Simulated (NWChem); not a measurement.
BiCl3 in NWChem

```xyz
4

Bi     0.0021     0.4468     0.0000
Cl    -1.0836    -0.7221     1.8710
Cl    -1.0836    -0.7221    -1.8710
Cl     2.1570    -0.7374     0.0000
```
Charge 0, spin multiplicity 1.

Program: NWChem. The geometry was optimised at PBE0/def2-SVP with def2 effective core potentials on Bi, a minimum by its harmonic frequencies.

Symmetry labels belong to the abelian group Cs used in the runs, with the axes of the coordinates shown; states degenerate in a higher group split over its labels.

Effective core potentials replace the inner electrons of Bi; spin-orbit coupling is left out. The structure started from a generated list of species.

**Question.** List the lowest 6 singlet excitations that TD-PBE/def2-SVP with def2 effective core potentials on Bi gives, with oscillator strengths.

**Answer.** 
```json
[
 {"state": "1", "symmetry": "a\"", "energy (eV)": "4.49", "wavelength (nm)": "276", "f": "0.000"},
 {"state": "2", "symmetry": "a'", "energy (eV)": "4.56", "wavelength (nm)": "272", "f": "0.010"},
 {"state": "3", "symmetry": "a\"", "energy (eV)": "4.71", "wavelength (nm)": "263", "f": "0.001"},
 {"state": "4", "symmetry": "a'", "energy (eV)": "4.71", "wavelength (nm)": "263", "f": "0.001"},
 {"state": "5", "symmetry": "a'", "energy (eV)": "4.89", "wavelength (nm)": "254", "f": "0.000"},
 {"state": "6", "symmetry": "a\"", "energy (eV)": "4.89", "wavelength (nm)": "254", "f": "0.000"}
]
```
